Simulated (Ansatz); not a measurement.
Basis sets compared for the cluster Cs3Ge3Br9. Total charge 0; singlet. Geometry PBE-D4/def2-SVP. Ansatz on 2 threads of AMD EPYC 7R13 on a shared host and a share (18 GiB) of an NVIDIA H100 80GB HBM3; times are rough, and most runs start from earlier orbitals.

```
atom    x (Å)    y (Å)    z (Å)
 Cs1   4.2413  -0.1038  -2.0031
 Cs2  -0.8140   2.8600   2.1140
 Cs3  -0.4646  -4.2616   1.8263
 Ge4   0.9238   2.5879  -1.8710
 Ge5   0.1466  -1.0172  -0.9967
 Ge6  -3.0064  -0.8457   1.3400
 Br7  -1.4376  -2.9771  -1.3015
 Br8   2.1088  -2.4288  -0.0730
 Br9  -0.6184  -0.7415   2.3607
Br10   0.2900   4.7578  -0.7743
Br11  -3.8861   1.0353   2.7586
Br12   1.0803  -0.8638  -3.3522
Br13   3.0683   3.2097  -2.9689
Br14  -3.6927  -2.8230   2.6890
Br15   2.0607   1.6118   0.2520
```

In the def2 sets Cs takes a core potential; there is no spin–orbit coupling. Single mean-field runs in def2-SVP, def2-TZVP are fitted with def2-universal-jkfit. Another isomer (singlet) lies 0.14 eV lower at PBE0-D4/def2-TZVP; other spin states weren't run for this one.

Binding counts from free atoms (Cs doublet, Ge triplet, Br doublet) in the same basis, without a counterpoise term.

| level | functions | energy (Eh) | HOMO (eV) | LUMO (eV) | binding per atom (eV) | wall time |
| --- | --- | --- | --- | --- | --- | --- |
| PBE-D4/def2-SVP | 456 | -29451.7034 | -5.38 | -1.98 | 2.85 | 3.9 s |
| PBE0-D4/def2-SVP | 456 | -29452.6319 | -6.37 | -1.38 | 2.78 | 8.5 s |

(1) Estimate the rows for PBE-D4/def2-TZVP (with forces), PBE0-D4/def2-TZVP.

## Answers

(1) 
```csv
level,functions,energy (Eh),HOMO (eV),LUMO (eV),binding per atom (eV),wall time
PBE-D4/def2-TZVP (with forces),663,-29455.2875,-5.48,-2.10,2.82,8 s
PBE0-D4/def2-TZVP,663,-29456.2127,-6.43,-1.45,2.76,9 s
```
